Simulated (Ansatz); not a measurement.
Si4Ge⁻. Total charge -1; doublet. Geometry B3LYP-D4/def2-SVPD.

Cartesian coordinates in Å:
```
Si 0.635 -0.218 1.475
Si 0.194 1.416 -0.764
Si -0.769 -1.220 -0.740
Si 1.483 -0.548 -0.692
Ge -1.544 0.571 0.721
```

B3LYP takes the VWN-RPA correlation. The structure comes from a short search, and lower isomers may exist.

Q: Estimate the α-spin orbital energies around the gap (eV) in Ansatz with PBE-D4/def2-SVPD, PBE-D4/def2-TZVPD, B3LYP-D4/def2-TZVPD, PBE0-D4/def2-SVPD, r2SCAN0-D4/def2-TZVPD.

A: 
```
orbital  PBE-D4/def2-SVPD  PBE-D4/def2-TZVPD  B3LYP-D4/def2-TZVPD  PBE0-D4/def2-SVPD  r2SCAN0-D4/def2-TZVPD
HOMO−13            -25.12             -25.07               -28.19             -29.01                 -29.51
HOMO−12            -25.06             -25.03               -28.15             -28.95                 -29.47
HOMO−11            -25.06             -25.03               -28.15             -28.95                 -29.47
HOMO−10            -11.13             -11.04               -12.55             -13.16                 -13.48
 HOMO−9             -7.66              -7.65                -8.90              -9.30                  -9.59
 HOMO−8             -6.09              -6.11                -7.25              -7.57                  -7.82
 HOMO−7             -6.09              -6.11                -7.25              -7.57                  -7.82
 HOMO−6             -3.76              -3.80                -4.69              -4.94                  -5.19
 HOMO−5             -2.08              -2.12                -2.76              -3.00                  -3.19
 HOMO−4             -1.74              -1.76                -2.35              -2.63                  -2.76
 HOMO−3             -1.74              -1.76                -2.35              -2.63                  -2.76
 HOMO−2             -0.91              -0.95                -1.45              -1.66                  -1.85
 HOMO−1             -0.91              -0.95                -1.45              -1.66                  -1.79
   HOMO             -0.70              -0.71                -1.34              -1.64                  -1.79
   LUMO              1.77               1.68                 2.18               2.36                   2.32
 LUMO+1              1.77               1.68                 2.18               2.36                   2.32
 LUMO+2              2.85               2.66                 3.10               3.54                   3.44
 LUMO+3              2.93               2.66                 3.10               3.54                   3.44
 LUMO+4              2.93               2.73                 3.31               3.56                   3.53
 LUMO+5              3.23               2.94                 3.33               3.81                   3.75
 β HOMO             -0.89              -0.93                -1.43              -1.64                  -1.78
 β LUMO              0.07               0.05                 0.49               0.67                   0.79
```
